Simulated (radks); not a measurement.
Results of a calculation; reference values are marked as such.
Polarisability of the ytterbium ion Yb+, [Xe] 4f14 6s1, at imaginary frequency. Code: a radial shooting solver on a logarithmic mesh with Libxc functionals. Model: scalar-relativistic Kohn-Sham, exchange-only LDA, spin-polarised, spherical densities, finite nucleus; open shells are filled with parallel spins first (spin-orbit coupling, left out, can overturn this in heavy ions); Fermi nuclear charge, rms radius 5.3108 fm. Response by self-consistent Sternheimer equations with the Hartree and adiabatic exchange-only LDA kernel, the relativistic mass of each level held fixed and spin-orbit coupling left out.

| w (hartree) | alpha1(iw) (bohr^3) | alpha2(iw) (bohr^5) |
|---|---|---|
| 0.00266 | 58.79 | 818.3 |
| 0.0143 | 58.28 | 808.5 |
| 0.0360 | 55.60 | 759.3 |
| 0.0697 | 48.57 | 641.3 |
| 0.118 | 37.31 | 479.1 |
| 0.186 | 25.50 | 328.6 |
| 0.280 | 16.49 | 213.6 |
| 0.413 | 10.77 | 132.1 |
| 0.605 | 7.303 | 77.96 |
| 0.892 | 5.041 | 44.15 |
| 1.35 | 3.350 | 23.88 |
| 2.12 | 2.006 | 11.91 |
| 3.59 | 1.019 | 5.064 |
| 6.94 | 0.4029 | 1.606 |
| 17.5 | 0.09759 | 0.2924 |

Static values: alpha1 = 58.81 bohr^3 (8.715 angstrom^3; uncoupled 93.41), alpha2 = 818.7 bohr^5, alpha3 = 9411 bohr^7. C6 = 453.1, C8 = 29220, triple-dipole C9 = 18280 atomic units. One-pole (London) frequency 4 C6 / (3 alpha1^2) = 0.175 hartree, against 0.312 for minus the highest occupied eigenvalue.
